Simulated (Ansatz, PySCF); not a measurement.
Process, species as SMILES: OCCC[SeH] [3-selanylpropan-1-ol] + 4 [H][H] (H2) → 3 C (CH4) + O (H2O) + [SeH2] (H2Se)
Geometries: B3LYP-D3(BJ)/def2-TZVP minima from Ansatz (a quantum-chemistry and plane-wave program), one conformer each, not searched for the lowest.
Geometry of the first species:
```
C
H 1 1.0914
H 1 1.0925 2 106.89
C 1 1.5197 2 109.12 3 117.27
H 4 1.0979 1 109.94 2 -179.58
H 4 1.0979 5 107.68 1 119.63
O 4 1.4239 5 110.75 6 121.26
H 7 0.9624 4 108.93 5 -59.75
C 1 1.5197 2 110.15 3 -119.68
H 9 1.0888 1 111.96 2 178.75
H 9 1.0909 10 107.71 1 -122.83
Se 9 1.9761 10 107.68 11 -111.16
H 12 1.4723 9 94.91 10 -62.35
```
Charge 0, spin multiplicity 1.

Quantity: energy of full hydrogenation (enthalpy at 298 K, with B3LYP-D3(BJ) rigid-rotor harmonic-oscillator terms from PySCF), in kJ/mol. Cores are frozen in the correlated levels unless marked. No spin-orbit coupling. The frozen core is the preceding noble-gas configuration, with the filled d and f shells of earlier blocks. Non-relativistic. Basis-set limits of correlation are two-point, X^-3; Hartree-Fock from the larger set.

| level | program | energy of full hydrogenation (kJ/mol) | minus last row |
|---|---|---|---|
| HF/aug-cc-pVTZ | Ansatz | -325.5 | -61.3 |
| BLYP/def2-TZVPD | Ansatz | -284.7 | -20.5 |
| PBE0-D3(BJ)/def2-TZVP | Ansatz + dftd3 | -260.8 | 3.4 |
| BHLYP-D3(BJ)/def2-TZVPD | Ansatz + dftd3 | -280.1 | -15.9 |
| r2SCANh-D4/def2-TZVPD | Ansatz + dftd4 | -264.2 | 0.0 |
| MP2/6-31G | Ansatz | -223.0 | 41.2 |
| SCS-MP2/cc-pVDZ | Ansatz | -260.7 | 3.5 |
| CCSD/CBS(cc-pVTZ,cc-pVQZ) | Ansatz | -278.9 | -14.7 |
| CCSD(T)/aug-cc-pVDZ | Ansatz | -265.6 | -1.4 |
| CCSD(T)/CBS(cc-pVTZ,cc-pVQZ) | Ansatz | -264.2 | 0.0 |
